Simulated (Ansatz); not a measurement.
`[CH2]1[NH][GeH2]1` and `[F][GeH]1[CH2][NH]1` differ in one atom or group.

Ansatz, PBE0-D4/def2-TZVP geometries, multiplicity 1. 

Scalar relativity is left out up to krypton.

| property | `[CH2]1[NH][GeH2]1` |
| --- | --- |
| HOMO–LUMO gap (PBE/def2-TZVPP) / eV | 4.37 |
| size of the dipole moment (B3LYP/def2-TZVPP) / D | 1.55 |
| size of the dipole moment (PBE/def2-TZVPP) / D | 1.41 |
| size of the dipole moment (ωB97M-V/def2-TZVPP) / D | 1.62 |
| LUMO energy (B3LYP/def2-TZVPP) / eV | -0.32 |
| HOMO–LUMO gap (PBE0/def2-TZVPP) / eV | 6.35 |

(1) Give the same properties after the change, and the shifts. (Estimate.)

Results:

(1) Computed: 
| property | `[F][GeH]1[CH2][NH]1` | shift |
| --- | --- | --- |
| HOMO–LUMO gap (PBE/def2-TZVPP) / eV | 4.29 | -0.08 |
| size of the dipole moment (B3LYP/def2-TZVPP) / D | 1.04 | -0.51 |
| size of the dipole moment (PBE/def2-TZVPP) / D | 0.94 | -0.47 |
| size of the dipole moment (ωB97M-V/def2-TZVPP) / D | 1.02 | -0.60 |
| LUMO energy (B3LYP/def2-TZVPP) / eV | -0.64 | -0.32 |
| HOMO–LUMO gap (PBE0/def2-TZVPP) / eV | 6.51 | 0.16 |

With PBE0 the HOMO falls by 0.41 eV and the LUMO falls by 0.25 eV, so the gap widens by about 0.16 eV. PBE moves the HOMO by -0.31 eV and ωB97M-V by -0.47 eV. Dipoles are sizes alone; their direction can turn.

B3LYP here is the variant with VWN-RPA as its local correlation; programs differ in this.
